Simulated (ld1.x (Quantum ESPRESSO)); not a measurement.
What one change does to a pseudopotential (F (Z = 9), ultrasoft)

ld1.x (Quantum ESPRESSO) 7.5 input, shortened:

```
&input
   title='F', zed=9., rel=1, dft='PZ', iswitch=3,
   config='[He] 2s2 2p4'
 /
 &inputp
   pseudotype=3, tm=.true., lloc=-1, rcloc=0.75,
   nlcc=.true., rcore=0.75
 /
4
2S  1  0   2.00   0.00  0.65  0.85  0.0
2S  1  0   0.00   1.10  0.65  0.85  0.0
2P  2  1   4.00   0.00  0.75  1.00  0.0
2P  2  1   0.00  -1.55  0.75  1.00  0.0
 &test
   configts(1)='2s2 2p4'
 /
```

All-electron outer shells of the reference configuration (LDA (PZ), scalar-relativistic, ld1.x):

```csv
shell,level (eV),outermost node (bohr),outermost maximum (bohr)
2s,-47.07,0.24,0.75
2p,-28.45,–,0.68
```

Change: augmentation PSQ, radius 0.65 bohr.

Cutoffs: the cutoffs (Ry, on a coarse ladder) from which the occupation-weighted sum of valence levels, in a spherical-Bessel basis at the reference potential, stays within 10 and 1 mRy of its value at 400 Ry; they do not see the model core or the augmentation charge, which bear on the density cutoff. Errors are all-electron minus pseudo energies relative to the spin-unpolarised reference configuration.

Question: Predict the effect on cutoff, ghosts and configuration errors.

Answer: The potential gets neither clearly harder nor softer (70 Ry and 120 Ry → 70 Ry and 120 Ry); of the 9 tests that both files solve, the error grows in 0 and shrinks in 4 by more than 15 % and 0.3 meV (median size 18.3 → 15.1 meV); neither file shows a bound ghost.

| quantity | base | changed |
| --- | --- | --- |
| cutoff, loose | 70 Ry | 70 Ry |
| cutoff, tight | 120 Ry | 120 Ry |
| bound ghosts | none | none |
| error for 2s2 2p5, meV [ΔE -19.56 eV] | +2.8 | +2.4 |
| error for 2s2 2p3, meV [ΔE 38.51 eV] | +4.9 | +2.9 |
| error for 2s2 2p2, meV [ΔE 99.24 eV] | +49 | +35 |
| error for 2s1 2p5, meV [ΔE 18.66 eV] | +14 | +12 |
| error for 2s2 2p4.5, meV [ΔE -11.92 eV] | +1.2 | +1.1 |
| error for 2s1 2p6, meV [ΔE -1.16 eV] | +18 | +15 |
| error for 2s2 2p1, meV [ΔE 185.11 eV] | +234 | +177 |
| error for 2s2 2p4 (spin-polarised), meV [ΔE -1.83 eV] | +178 | +175 |
| error for 2s2 2p5 (spin-polarised), meV [ΔE -19.93 eV] | +37 | +36 |
| s: phases at 1.10 bohr within 0.05 rad from the reference energy up to (Ry; the scan ends near 5) | to the end of the scan | to the end of the scan |
| p: phases at 1.10 bohr within 0.05 rad from the reference energy up to (Ry; the scan ends near 5) | to the end of the scan | to the end of the scan |
| lowest overlap eigenvalue by channel | s 0.51, p 0.94 | s 0.53, p 0.94 |
